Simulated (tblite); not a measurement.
C5H10BFSi.
SMILES with atom numbers: `[CH3:1]/[C:2]([BH:3][F:4])=[CH:5]\[CH:6]=[CH:7]/[SiH3:8]` (hydrogens: H9, H10, H11 on C1; H12 on B3; H13 on C5; H14 on C6; H15 on C7; H16, H17, H18 on Si8)

Computed with GFN2-xTB (tblite), gas phase: L-BFGS steps from a force-field or distance-geometry start until the largest atomic force falls under 0.01 eV/Å.

Step 1: E = -639.0707 eV
```
atom  x, y, z in Å  |  force x, y, z in eV/Å
C1      1.7907   -1.8002    0.0390    0.068   0.241  -0.003
C2      1.5129   -0.3036    0.0141   -0.524   0.449   0.114
B3      2.7071    0.7112    0.0300   -0.236   0.658  -0.074
F4      2.5120    2.0777    0.0046    0.236  -1.948   0.047
C5      0.2167    0.1594    0.0056    0.727  -0.464  -0.068
C6     -0.9626   -0.6774   -0.0101   -0.056  -0.051   0.034
C7     -2.2228   -0.2154   -0.0329    0.138   0.155   0.039
Si8    -2.6942    1.5927   -0.0487   -0.117   0.350   0.005
H9      2.8713   -1.9992    0.0570   -0.419   0.105  -0.018
H10     1.3627   -2.2705   -0.8564    0.137   0.062   0.305
H11     1.3398   -2.2528    0.9343    0.145   0.106  -0.340
H12     3.8188    0.2747    0.0494   -0.306   0.566   0.004
H13     0.0972    1.2447   -0.0022   -0.229  -0.407  -0.004
H14    -0.8469   -1.7620    0.0008    0.333   0.260  -0.001
H15    -3.0435   -0.9192   -0.0324    0.094  -0.166  -0.020
H16    -2.1720    2.2386    1.1599   -0.045   0.033  -0.022
H17    -2.1354    2.2183   -1.2493   -0.030   0.057  -0.005
H18    -4.1603    1.6894   -0.0741    0.083  -0.007   0.006
```

Step 2: E = -639.1399 eV
```
atom  x, y, z in Å  |  force x, y, z in eV/Å
C1      1.7911   -1.7969    0.0391   -0.034   0.588  -0.029
C2      1.5101   -0.2921    0.0174   -0.033  -0.234   0.061
B3      2.6958    0.7354    0.0277    0.372  -1.876   0.004
F4      2.5196    2.0201    0.0060   -0.180   0.767  -0.007
C5      0.2236    0.1454    0.0036    0.155   0.309  -0.029
C6     -0.9592   -0.6749   -0.0091   -0.237  -0.196   0.010
C7     -2.2199   -0.2131   -0.0319    0.055   0.228   0.031
Si8    -2.6981    1.6043   -0.0485    0.037  -0.013  -0.012
H9      2.8589   -1.9959    0.0565   -0.009   0.075  -0.010
H10     1.3670   -2.2683   -0.8470    0.019   0.005   0.055
H11     1.3445   -2.2494    0.9238    0.005   0.014  -0.050
H12     3.8127    0.2887    0.0494   -0.334   0.508  -0.004
H13     0.0916    1.2348   -0.0022   -0.207  -0.483  -0.010
H14    -0.8382   -1.7562    0.0007    0.269   0.143   0.002
H15    -3.0412   -0.9235   -0.0330    0.198  -0.046  -0.013
H16    -2.1734    2.2391    1.1589   -0.019   0.092   0.044
H17    -2.1363    2.2195   -1.2492   -0.014   0.101  -0.048
H18    -4.1575    1.6891   -0.0739   -0.043   0.019   0.004
```

Step 3: E = -639.1771 eV
```
atom  x, y, z in Å  |  force x, y, z in eV/Å
C1      1.7907   -1.7911    0.0388   -0.031   0.289  -0.011
C2      1.5102   -0.2946    0.0180   -0.092  -0.120   0.049
B3      2.6995    0.7165    0.0278    0.059  -0.581  -0.013
F4      2.5177    2.0282    0.0059   -0.042  -0.258   0.009
C5      0.2247    0.1486    0.0033    0.054  -0.018  -0.023
C6     -0.9614   -0.6768   -0.0090   -0.025  -0.008   0.010
C7     -2.2194   -0.2108   -0.0316    0.009   0.132   0.028
Si8    -2.6977    1.6041   -0.0486    0.017   0.053  -0.009
H9      2.8589   -1.9952    0.0564   -0.040   0.096  -0.010
H10     1.3672   -2.2683   -0.8465    0.029   0.033   0.076
H11     1.3445   -2.2492    0.9233    0.022   0.043  -0.082
H12     3.8095    0.2937    0.0495   -0.128   0.373  -0.001
H13     0.0896    1.2300   -0.0023   -0.201  -0.275  -0.012
H14    -0.8356   -1.7549    0.0008    0.249   0.072   0.002
H15    -3.0393   -0.9239   -0.0331    0.189  -0.022  -0.012
H16    -2.1735    2.2400    1.1594   -0.023   0.084   0.033
H17    -2.1365    2.2205   -1.2496   -0.017   0.093  -0.039
H18    -4.1579    1.6893   -0.0739   -0.028   0.015   0.004
```

Step 4: E = -639.1985 eV
```
atom  x, y, z in Å  |  force x, y, z in eV/Å
C1      1.7897   -1.7820    0.0385   -0.005  -0.049   0.005
C2      1.5096   -0.2964    0.0199   -0.140  -0.061   0.014
B3      2.6999    0.6999    0.0271   -0.109  -0.094  -0.005
F4      2.5174    2.0164    0.0063   -0.057  -0.327   0.006
C5      0.2255    0.1473    0.0023   -0.034  -0.159  -0.002
C6     -0.9617   -0.6770   -0.0085    0.033   0.074   0.001
C7     -2.2186   -0.2069   -0.0306    0.038   0.034   0.021
Si8    -2.6979    1.6075   -0.0488    0.020   0.047  -0.008
H9      2.8557   -1.9922    0.0561    0.015   0.114  -0.009
H10     1.3688   -2.2671   -0.8428    0.002   0.043   0.019
H11     1.3459   -2.2476    0.9193   -0.004   0.042  -0.025
H12     3.8045    0.3062    0.0494    0.143   0.168   0.001
H13     0.0836    1.2204   -0.0026   -0.182  -0.036  -0.014
H14    -0.8276   -1.7519    0.0008    0.189   0.003   0.003
H15    -3.0340   -0.9253   -0.0335    0.160   0.009  -0.007
H16    -2.1744    2.2422    1.1601   -0.022   0.085   0.031
H17    -2.1370    2.2231   -1.2506   -0.017   0.091  -0.035
H18    -4.1582    1.6896   -0.0738   -0.031   0.017   0.003
```

Question: Estimate the geometry and energy of step 5. (The exact step hangs on the optimiser's Hessian estimate; all steps are aligned on step 4, rigid shifts and turns removed.)

Answer: E = -639.2087 eV, largest force 0.255 eV/Å
```
atom  x, y, z in Å  |  force x, y, z in eV/Å
C1      1.7891   -1.7774    0.0384    0.010  -0.201   0.009
C2      1.5070   -0.2982    0.0215   -0.076  -0.111  -0.011
B3      2.6975    0.6867    0.0265   -0.097   0.111   0.006
F4      2.5161    2.0019    0.0067   -0.104  -0.194   0.001
C5      0.2253    0.1430    0.0015   -0.122  -0.026   0.013
C6     -0.9614   -0.6756   -0.0082    0.051  -0.022  -0.004
C7     -2.2168   -0.2037   -0.0296    0.032   0.011   0.011
Si8    -2.6979    1.6111   -0.0491    0.021   0.026  -0.004
H9      2.8534   -1.9878    0.0557    0.073   0.110  -0.006
H10     1.3700   -2.2655   -0.8397   -0.028   0.019  -0.053
H11     1.3470   -2.2456    0.9159   -0.034   0.007   0.054
H12     3.8041    0.3179    0.0494    0.254   0.023   0.000
H13     0.0759    1.2131   -0.0031   -0.143   0.051  -0.016
H14    -0.8185   -1.7496    0.0009    0.117  -0.007   0.003
H15    -3.0275   -0.9262   -0.0339    0.111   0.017  -0.003
H16    -2.1754    2.2454    1.1610   -0.023   0.083   0.022
H17    -2.1378    2.2266   -1.2519   -0.020   0.087  -0.025
H18    -4.1588    1.6901   -0.0736   -0.022   0.017   0.002
```

The energy changes by -0.0102 eV. The first-order estimate −F·Δx gives -0.0156 eV and the mean of the old and new forces, exact on a quadratic surface, -0.0102 eV. The step makes an angle of 34° with the force vector and moves no atom by more than 0.015 Å.

The cost below is that of the whole relaxation. Time: 0.92 s of wall time. Hardware: one thread, AMD EPYC (x86_64), shared host with 64 logical CPUs at a one-minute load of 59.
